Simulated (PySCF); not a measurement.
AlSi2H5O3

The system: AlSi2H5O3, a silylene (divalent Si1, bonded to 1 O + 1 Si); neutral, singlet. The structure, one conformer, was relaxed in the gas phase by PBE0-D3(BJ)/def2-SVP. No frequency run checks that it is a minimum.

The strong deshielding of the divalent centre rests on a low-lying excitation, and density functionals tend to overstate it.

SMILES: [OH][Al]([OH])[O][Si][SiH3]

```
atom   x (Å)   y (Å)   z (Å)
 Si1  -0.019  -2.383  -0.895
 Si2   0.487  -1.306   1.303
  O3  -0.558  -0.948  -1.488
 Al4  -0.265   0.657  -0.843
  O5   1.330   1.183  -1.104
  O6  -1.537   1.755  -0.603
  H7  -0.368  -1.713   2.468
  H8  -0.050   0.121   1.033
  H9   1.874  -1.067   1.813
 H10   1.612   2.090  -0.970
 H11  -2.473   1.581  -0.703
```

Shieldings: GIAO PBE0/pcSseg-2. Shifts are against computed references at the same level: H TMS (σ 31.24 ppm), Si TMS (σ 341.3 ppm).

Give the isotropic shieldings and shifts of the distinct atoms.


```tsv
atoms	bonded to	σ (ppm)	δ (ppm)
Si1	1 O + 1 Si	-103.1	444.4
Si2	1 Si + 3 H	402.1	-60.8
O3	1 Al + 1 Si	-102.5	-
Al4	3 O	490.7	-
O5	1 Al + 1 H	304.5	-
O6	1 Al + 1 H	295.5	-
H7 H8 H9	1 Si	27.64	3.61
H10	1 O	30.25	1.00
H11	1 O	29.59	1.65
```

Values are those of this one static structure, with the three H of a rotating XH3 group averaged; atoms that internal rotation interchanges would show their mean in an NMR spectrum. The mean hides a wide spread in H7 H8 H9 (σ from 26.7 to 29.3 ppm).

By CAM-B3LYP/def2-SVPD (TDDFT singlets, Tamm-Dancoff triplets, ionisation by delta-SCF), where does absorption start, and what does vertical ionisation take?

The lowest singlet lies at 2.48 eV (f 0.004), the strongest of the first 6 at 5.77 eV (f 0.289), the lowest triplet at 1.57 eV; vertical ionisation takes 8.38 eV.
